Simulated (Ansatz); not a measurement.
```xyz
12

C     1.3986    0.0093    0.0002
C     0.7030    1.2131    0.0066
C    -0.6987    1.2178    0.0020
C    -1.3908   -0.0086   -0.0029
C    -0.6955   -1.1984   -0.0015
C     0.7054   -1.2136   -0.0025
H     2.4974    0.0031   -0.0008
H     1.2412    2.1468    0.0056
H    -1.2478    2.1631   -0.0038
H    -2.4971    0.0006    0.0039
H    -1.2433   -2.1583    0.0093
H     1.2390   -2.1540   -0.0086
```

Basis set: STO-3G (spherical functions). Left uncorrelated: 6 orbitals. Charge 0, multiplicity 1.

Computed with Ansatz (development build ahead of 0.2.0); each method stands on the lowest determinant of its kind that the runs found. Restricted open shells among the atoms or ions are ROHF, correlated in semicanonical orbitals with singles.

Task: Give the atomization energy at this shape (free ground-state atoms in the same class of orbitals less the molecule, no zero-point energy) of singlet C₆H₆ by RHF-MP2, RHF.

Result:

| method | atomization energy |
| --- | --- |
| RHF-MP2 | 59.60 eV |
| RHF | 51.67 eV |

This basis has no polarisation functions and is too small for such energies, which can lie far from measured ones in either direction.
